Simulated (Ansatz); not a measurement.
One geometry of (HMg-mu-NH2)2 (Mg₂N₂H₆), several levels of theory.

```yaml
crystal:
  periodic: [false, false, false]
  atoms:
    - {symbol: Mg, position_ang: [1.431669, 0.327776, 0.266119]}
    - {symbol: H, position_ang: [3.078084, 0.704537, 0.572074]}
    - {symbol: N, position_ang: [-0.365746, 0.535943, 1.307663]}
    - {symbol: Mg, position_ang: [-1.431293, -0.330481, -0.264894]}
    - {symbol: H, position_ang: [-3.077152, -0.710850, -0.569284]}
    - {symbol: N, position_ang: [0.365675, -0.535524, -1.307837]}
    - {symbol: H, position_ang: [-0.631681, 1.493007, 1.555094]}
    - {symbol: H, position_ang: [-0.422125, 0.054132, 2.208954]}
    - {symbol: H, position_ang: [0.420215, -0.047955, -2.206289]}
    - {symbol: H, position_ang: [0.632343, -1.490584, -1.561600]}
basis:
  gaussian: {orbitals: def2-TZVP, initial_orbitals: start.molden}
hamiltonian: {xc: pbe0, dispersion: d4}
scf: {omitted_lower_state_checks: [starts]}
output: {orbitals: {seedname: orbitals}}
```

The file start.molden holds the orbitals of an earlier run on this structure, at another level or in another basis.

```sh
$ ansatz run in.yaml --threads 4 --pin off --events-out ev --progress --plain --max-ram 3916MiB
```

It prints (some lines left out):

```
Functional definition: PBE0
1150 factors; their error is unknown
mean field evaluation 1: about -13958.8008 eV, gradient 1.1e2 eV
mean field evaluation 2: about -13960.8334 eV, gradient 2.3e0 eV
mean field evaluation 4: about -13960.8982 eV, gradient 2.4e-1 eV
mean field -13960.89822865 eV, -513.0535468662 hartree, gradient 8.0e-5 eV, S^2 0.000000; 0 other end points of the search recorded, 0 dependent functions left out
reference -13960.89827962 eV, -513.0535487392 hartree; 22, 22 occupied and 140, 140 virtual orbitals, 1150 factors
Total energy: -13961.05647416 eV, -513.0593622816 hartree
Checks for a lower state left out: starts
```

It took 1.6 s on 4 threads of Arm Neoverse V2 on a shared host.

The first input with `gaussian: {orbitals: def2-SVP, initial_orbitals: start.molden}`, `hamiltonian: {xc: pbe, dispersion: d4}` (abridged; 0.7 s):

```
Functional definition: PBE
mean field -13952.17207502 eV, -512.7328666349 hartree, gradient 9.6e-6 eV, S^2 0.000000
Total energy: -13952.35776300 eV, -512.7396905426 hartree
Checks for a lower state left out: starts
```

First input, but with `hamiltonian: {xc: {name: wB97X-V}}` (abridged; 4.7 s):

```
Functional definition: wB97X-V
mean field -13967.54301464 eV, -513.2977382471 hartree, gradient 2.0e-5 eV, S^2 0.000000
Total energy: -13967.54301138 eV, -513.2977381275 hartree
Checks for a lower state left out: starts
```

First input, but with `hamiltonian: {xc: {name: PBE-QIDH}}` and without the key `output` (abridged; 2.3 s):

```
Functional definition: PBE-QIDH
mean field -13950.10379120 eV, -512.6568586066 hartree, gradient 9.9e-6 eV, S^2 0.000000
4 core orbitals not correlated: weight in the atoms' cores, before any rotation towards them, 1.000 or more for the frozen orbitals, at most 0.000 for the correlated occupied ones
second order -25.41280548 eV of doubles, -0.00000000 eV of singles
Total energy: -13958.57474715 eV, -512.9681604958 hartree
Checks for a lower state left out: starts
```

As the first input, with `hamiltonian: {xc: hse06, dispersion: d4}` (abridged; 1.6 s):

```
Functional definition: HSE06
mean field -13960.42015312 eV, -513.0359779145 hartree, gradient 7.8e-5 eV, S^2 0.000000
Total energy: -13960.56857026 eV, -513.0414321439 hartree
Checks for a lower state left out: starts
```

First input, but with `gaussian: {orbitals: STO-3G}`, `hamiltonian: {xc: hf}` (abridged; 0.1 s):

```
Functional definition: HF
mean field -13750.07989937 eV, -505.3061161629 hartree, gradient 3.8e-5 eV, S^2 0.000000
Total energy: -13750.07989937 eV, -505.3061161629 hartree
Checks for a lower state left out: starts
```

As the first input, with `hamiltonian: {xc: r2scan, dispersion: d4}` (abridged; 2.2 s):

```
Functional definition: r2SCAN
mean field -13967.19935231 eV, -513.2851088897 hartree, gradient 2.2e-5 eV, S^2 0.000000
Total energy: -13967.24713171 eV, -513.2868647501 hartree
Checks for a lower state left out: starts
```

Geometry: PBE0-D4/def2-SVP.

HSE06 is defined as in plane-wave codes, on full-range PBE exchange. Correlated methods freeze 4 core orbitals; core or outer-core shells of Mg are correlated, in sets that lack core-valence functions.
